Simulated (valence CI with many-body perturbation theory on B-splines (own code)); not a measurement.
**E1 transitions of La²⁵⁺**

Method: configuration interaction combined with many-body perturbation theory (CI+MBPT): four valence electrons over a frozen Dirac-Fock core [Ar] 3d10, radial functions for each j: 11 s, 11 p, 9 d, 7 f, 5 g, 2 h, 1 i, with the one-electron correlation potential Σ1, the two-electron term Σ2, the three-electron term Σ3, Breit, model QED; selected CI, second order for the rest (own B-spline code, finite nucleus).

No measured levels were compared; by estimate levels hold to about 250 cm⁻¹ or 0.2 % of their energy and the worst to 1 %, as in measured heavy ions of charge 2 to 7; those with d or f electrons hold less well.

Lines 1 to 50 of 232 in falling wavelength, among levels below 1797200 cm⁻¹, chosen from the strongest by gf and those to the six lowest levels. Wavelengths and rates use the calculated energies, so an error of 2000 cm⁻¹ moves a line at 40.46 nm by 0.81 % and its rate by three times that or more. Electric multipoles are in the length gauge, E1 and E2 with the static RPA response of the core. Weak lines are less certain than strong ones. Lines between different terms over intervals too small for the method are left out, as are lines whose strength nearly cancels. Where a level lies close to another of its J and parity, the split of strength between their lines is uncertain. The highest levels of a list are the least certain.

Levels are named by their leading jj configuration (3d3/2^4 stands for four electrons in 3d with j = 3/2), which in mixed levels can hold well under half, so a name can repeat and another be missing. Letters in brackets count levels of one name in rising energy.

```tsv
λ vac (nm)	Upper	Lower	A (s⁻¹)	S (a.u.)
40.46	(4s 4p1/2^2 4p3/2) J=2	(4s^2 4p3/2^2) J=2	2.22e+07	3.62e-03
36.39	(4s 4p1/2^2 4p3/2) J=1	(4s^2 4p3/2^2) J=0	2.79e+07	1.99e-03
30.67	(4s 4p1/2^2 4p3/2) J=1	(4s^2 4p3/2^2) J=2	2.08e+08	8.89e-03
27.45	(4s 4p1/2 4p3/2 4d3/2) J=4	(4s^2 4p3/2 4d3/2) J=3	1.28e+09	1.18e-01
25.45	(4s 4p1/2 4p3/2 4d5/2) J=4 [b]	(4s^2 4p3/2 4d5/2) J=3	2.04e+09	1.49e-01
24.95	(4s 4p1/2 4p3/2^2) J=2 [a]	(4s^2 4p3/2^2) J=2	4.24e+08	1.62e-02
24.68	(4p1/2 4p3/2^3) J=2	(4s 4p3/2^3) J=1	2.87e+09	1.06e-01
24.03	(4p1/2^2 4p3/2^2) J=2	(4s 4p1/2 4p3/2^2) J=1 [b]	2.94e+09	1.01e-01
23.69	(4s 4p1/2^2 4d5/2) J=3	(4s^2 4p1/2 4d5/2) J=3	1.84e+09	8.43e-02
23.56	(4s 4p1/2^2 4p3/2) J=2	(4s^2 4p1/2 4p3/2) J=2	2.07e+09	6.69e-02
23.49	(4s 4p1/2 4p3/2 4d5/2) J=5	(4s^2 4p3/2 4d5/2) J=4	3.33e+09	2.34e-01
22.66	(4s 4p1/2 4p3/2^2) J=3	(4s^2 4p3/2^2) J=2	4.30e+09	1.73e-01
22.40	(4s 4p1/2^2 4p3/2) J=2	(4s^2 4p1/2 4p3/2) J=1	3.24e+09	8.97e-02
21.98	(4s 4p1/2 4p3/2^2) J=1 [a]	(4s^2 4p3/2^2) J=0	1.72e+09	2.70e-02
21.70	(4s 4p1/2 4p3/2 4d5/2) J=3 [e]	(4s^2 4p3/2 4d5/2) J=3	2.05e+09	7.23e-02
21.64	(4p1/2^2 4p3/2^2) J=2	(4s 4p1/2 4p3/2^2) J=2 [b]	5.72e+09	1.43e-01
20.92	(4p1/2 4p3/2^3) J=1	(4s 4p3/2^3) J=2	5.22e+09	7.07e-02
20.86	(4p1/2^2 4p3/2^2) J=0	(4s 4p1/2 4p3/2^2) J=1 [b]	2.18e+10	9.77e-02
20.66	(4s 4p3/2^2 4d5/2) J=4	(4s^2 4p3/2 4d5/2) J=3	1.65e+09	6.47e-02
20.32	(4p1/2 4p3/2^3) J=2	(4s 4p3/2^3) J=2	6.86e+09	1.42e-01
20.23	(4s 4p1/2^2 4d5/2) J=2	(4s^2 4p1/2 4d5/2) J=3	3.01e+09	6.15e-02
20.00	(4s 4p1/2 4p3/2^2) J=1 [b]	(4s^2 4p3/2^2) J=0	3.51e+09	4.17e-02
19.87	(4s 4p1/2^2 4p3/2) J=1	(4s^2 4p1/2 4p3/2) J=2	6.86e+09	7.97e-02
19.79	(4s 4p1/2 4p3/2^2) J=2 [b]	(4s^2 4p3/2^2) J=2	3.55e+09	6.80e-02
19.76	(4s 4p1/2 4p3/2^2) J=1 [a]	(4s^2 4p3/2^2) J=2	1.43e+09	1.63e-02
19.22	(4s 4p1/2 4p3/2 4d3/2) J=2 [c]	(4s^2 4p3/2 4d3/2) J=3	3.72e+09	6.51e-02
19.18	(4s 4p1/2 4p3/2 4d5/2) J=4 [c]	(4s^2 4p3/2 4d5/2) J=4	3.06e+09	9.58e-02
19.07	(4p1/2^2 4p3/2^2) J=0	(4s 4p1/2 4p3/2^2) J=1 [a]	1.79e+10	6.14e-02
19.03	(4s 4p1/2^2 4p3/2) J=1	(4s^2 4p1/2 4p3/2) J=1	1.02e+09	1.04e-02
19.01	(4p1/2^2 4p3/2^2) J=2	(4s 4p1/2 4p3/2^2) J=3	2.06e+10	3.49e-01
19.00	(4s 4p1/2 4p3/2 4d5/2) J=3 [c]	(4s^2 4p3/2 4d5/2) J=4	4.70e+09	1.11e-01
18.14	(4s 4p1/2 4p3/2^2) J=1 [b]	(4s^2 4p3/2^2) J=2	4.02e+09	3.55e-02
17.93	(4s 4p1/2 4p3/2 4d5/2) J=3 [e]	(4s^2 4p3/2 4d3/2) J=2	2.82e+09	5.63e-02
17.91	(4s 4p3/2^2 4d3/2) J=3	(4s^2 4p3/2 4d5/2) J=2	4.75e+09	9.42e-02
17.65	(4p1/2^2 4p3/2^2) J=2	(4s 4p1/2 4p3/2^2) J=2 [a]	8.50e+09	1.15e-01
17.30	(4s 4p1/2 4p3/2^2) J=2 [a]	(4s^2 4p1/2 4p3/2) J=2	3.75e+08	4.79e-03
17.28	(4p1/2 4p3/2^3) J=1	(4s 4p1/2 4p3/2^2) J=1 [b]	1.15e+10	8.80e-02
17.05	(4s 4p3/2^2 4d3/2) J=2	(4s^2 4p3/2 4d3/2) J=1	5.96e+09	7.29e-02
16.99	(4s 4p1/2 4p3/2 4d5/2) J=2 [b]	(4s^2 4p1/2 4d5/2) J=2	6.46e+09	7.83e-02
16.97	(4s^2 4p1/2 4d3/2) J=2	(4s^2 4p3/2^2) J=2	3.70e+08	4.47e-03
16.78	(4s 4p3/2^2 4d5/2) J=4	(4s^2 4p3/2 4d5/2) J=4	5.82e+09	1.22e-01
16.67	(4s 4p1/2 4p3/2^2) J=2 [a]	(4s^2 4p1/2 4p3/2) J=1	1.03e+10	1.18e-01
16.40	(4s 4p3/2^2 4d5/2) J=5	(4s^2 4p3/2 4d5/2) J=4	1.63e+10	3.91e-01
16.17	(4s 4p1/2 4p3/2^2) J=3	(4s^2 4p1/2 4p3/2) J=2	6.61e+09	9.65e-02
16.11	(4s^2 4p1/2 4d3/2) J=1	(4s^2 4p3/2^2) J=0	7.29e+08	4.51e-03
15.70	(4s 4p1/2 4p3/2 4d5/2) J=0	(4s 4p3/2^3) J=1	3.07e+10	5.86e-02
15.69	(4s 4p1/2 4p3/2 4d5/2) J=2 [a]	(4s^2 4p1/2 4d3/2) J=2	1.93e+10	1.84e-01
15.65	(4p1/2 4p3/2^3) J=2	(4s 4p1/2 4p3/2^2) J=2 [b]	1.54e+10	1.45e-01
15.59	(4p1/2^2 4p3/2^2) J=2	(4s 4p1/2^2 4p3/2) J=1	8.13e+09	7.61e-02
15.50	(4s 4p1/2 4p3/2 4d5/2) J=3 [c]	(4s^2 4p1/2 4d5/2) J=2	9.31e+09	1.20e-01
```
